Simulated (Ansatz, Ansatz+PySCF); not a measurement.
```xyz
2

Li    0.0046   -0.0050   -0.9764
N    -0.0100    0.0101    0.9748
```

Basis set: def2-SVP (spherical functions). Correlated methods keep 1 orbital frozen. Charge 0, multiplicity 3.

Computed with Ansatz (development build ahead of 0.2.0); each method stands on the lowest determinant of its kind that the runs found.

The atomization energy at this shape (free ground-state atoms in the same class of orbitals less the molecule, no zero-point energy) of triplet LiN:

```tsv
method	atomization energy
UHF-CCSD(T)	83.1 kJ/mol
ROHF	-18.8 kJ/mol
UHF	-14.7 kJ/mol
```

**Question.** What does UHF-MP2 give?

**Answer.** 74.8 kJ/mol.
